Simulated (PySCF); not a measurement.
## Correlation energy of Kr²⁺ (krypton, charge +2)

[Ar] 3d10 4s1 4p4 4d1, one real determinant (an excited configuration). Calculation: PySCF 2.14, in aug-cc-pwCVDZ-PP with ECP10MDF; a scalar-relativistic core potential. Frozen: 3s2 3p6 3d10; 6 electrons correlated.

| level | correlation energy (mhartree) |
| --- | --- |
| CCSD | -119.20 |
| (T) | -7.54 |
| CCSD(T) | -126.74 |

Diagnostics: T1 = 0.0083, D1 = 0.0224, largest double amplitude 0.277.

The real determinant used has ⟨L²⟩ near 8 against 12 for a pure F term, so it mixes terms. The outer electron is Rydberg-like, and this basis confines it to a smaller radius and binds it less than a complete one would. A double-excitation amplitude exceeds 0.15, a sign of near-degeneracy.

Cost of the coupled-cluster step: about 1.2 core-seconds, for 6 correlated electrons.

The reference is one real determinant that mixes LS terms of this configuration.
